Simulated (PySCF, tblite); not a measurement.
Isomers of CH8NP2Si (doublet state). All values are computed: GFN2-xTB (tblite) harmonic vibrations without scaling, gas phase. Against measured fundamentals such values can be off by several per cent, at times by over 20. Modes of hydrogen on phosphorus and silicon can be 10 to 20 % off. One conformer each. Open shells enter through the occupations alone, without spin polarisation, and single modes of such species can be off by tens of per cent.

Electronic energies: B3LYP/pcH-1 single points on the GFN2-xTB geometries (PySCF, gas phase).

```tsv
SMILES	electronic energy, lowest = 0 (kJ/mol)
CN[Si@@H]([PH])P	0.0
C[N][SiH](P)P	114.3
CN[Si](P)P	16.4
```

Question: How do GFN2-xTB zero-point energies change the relative energies?

Answer: 
```csv
SMILES,ZPE (kJ/mol),of it from modes above 1550 cm⁻¹,electronic (kJ/mol),"with ZPE, lowest = 0 (kJ/mol)",lowest mode (cm⁻¹),rings
CN[Si@@H]([PH])P,228.9,128.8,0.0,0.0,47,0
CN[Si](P)P,233.3,129.8,16.4,20.8,68,0
C[N][SiH](P)P,219.6,121.7,114.3,105.0,33,0
```

The zero-point energies span 13.7 kJ/mol, from `C[N][SiH](P)P` to `CN[Si](P)P`. The order is unchanged.

Question: And how do the electronic energies of GFN2-xTB itself compare?

Answer: `CN[Si@@H]([PH])P` 19.3; `CN[Si](P)P` 0.0; `C[N][SiH](P)P` 60.2 kJ/mol, lowest = 0. Against the energies above, taken from the same isomer `CN[Si@@H]([PH])P`, the largest difference is 73.4 kJ/mol.

Question: What do entropy and thermal enthalpy add at 298.15 K and 1 bar (rigid rotor, harmonic oscillator, one conformer each)?

Answer: 
```json
{"SMILES": "CN[Si@@H]([PH])P", "point group": "C1", "symmetry number": "1", "S (J/(mol K))": "421.6", "H − H(0) (kJ/mol)": "28.61", "ZPE + H − H(0) − TS (kJ/mol)": "131.8"}
{"SMILES": "CN[Si](P)P", "point group": "C1", "symmetry number": "1", "S (J/(mol K))": "412.8", "H − H(0) (kJ/mol)": "27.87", "ZPE + H − H(0) − TS (kJ/mol)": "138.1"}
{"SMILES": "C[N][SiH](P)P", "point group": "C1", "symmetry number": "1", "S (J/(mol K))": "431.8", "H − H(0) (kJ/mol)": "29.30", "ZPE + H − H(0) − TS (kJ/mol)": "120.1"}
```

S holds R ln(2S + 1) for the spin.
